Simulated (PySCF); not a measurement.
C6H12O2, SMILES CCCCOC(C)=O. Heavy atoms are numbered as in [CH3:1][CH2:2][CH2:3][CH2:4][O:5][C:6]([CH3:7])=[O:8]. Hydrogens are named by the atom that carries them.

Geometry: TPSSh-D3(BJ)/def2-SVP. The values are those of a single conformer.

Level of theory: ωB97X/def2-SVP in PySCF.

ESP charges are fitted to the potential on shells at 1.4 to 2.0 van der Waals radii. Atomic charges (e), one atom of each kind:

| atom | Mulliken | ESP fit | meta-Löwdin |
|---|---|---|---|
| C1 (CH3) | -0.02 | -0.34 | -0.28 |
| C2 (CH2) | -0.10 | 0.13 | -0.15 |
| C3 (CH2) | -0.05 | -0.06 | -0.16 |
| C4 (CH2) | 0.20 | 0.17 | 0.04 |
| O5 | -0.34 | -0.49 | -0.37 |
| C6 | 0.13 | 0.95 | 0.52 |
| C7 (CH3) | -0.01 | -0.75 | -0.33 |
| O8 | -0.24 | -0.59 | -0.45 |
| H on C1 | 0.03 | 0.08 | 0.09 |
| H on C2 | 0.02 | -0.01 | 0.08 |
| H on C3 | 0.03 | 0.04 | 0.09 |
| H on C4 | 0.03 | 0.03 | 0.10 |
| H on C7 | 0.06 | 0.20 | 0.12 |

Computed Mayer and Wiberg (Löwdin basis) orders of the bonds:
| bond | Mayer | Wiberg |
|---|---|---|
| C1–C2 | 1.09 | 1.06 |
| C2–C3 | 1.05 | 1.03 |
| C3–C4 | 1.06 | 1.06 |
| C4–O5 | 0.91 | 1.06 |
| O5–C6 | 1.14 | 1.35 |
| C6–C7 | 1.03 | 1.06 |
| C6–O8 | 2.08 | 2.24 |
